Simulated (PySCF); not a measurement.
**Working out the excitation energy of Nb**

Nb [Kr] 4d4 5s1 (6D) → Nb [Kr] 4d5 (6S). Computed with PySCF 2.14 in aug-cc-pVDZ-PP with ECP28MDF (5s5p4d2f, 54 functions), with a scalar-relativistic core potential. Frozen: 4s2 4p6. Energies in hartree (1 hartree = 27.21139 eV):

| part | Nb (lower) | Nb (upper) |
| --- | --- | --- |
| UHF | -56.147420 | -56.086901 |
| CCSD correlation | -0.051952 | -0.061526 |
| (T) | -0.001031 | -0.001755 |

Problem. What does Hartree-Fock give?

Solution. (-56.086901) − (-56.147420) = 0.060519 hartree = 1.647 eV.

Problem. What do CCSD and CCSD(T) give?

Solution. The CCSD correlation energies differ by -0.009574 hartree = -0.261 eV and the triples by -0.000724 hartree = -0.020 eV, so CCSD gives 1.386 eV and CCSD(T) 1.366 eV.

A double-zeta basis recovers only part of the correlation energy.
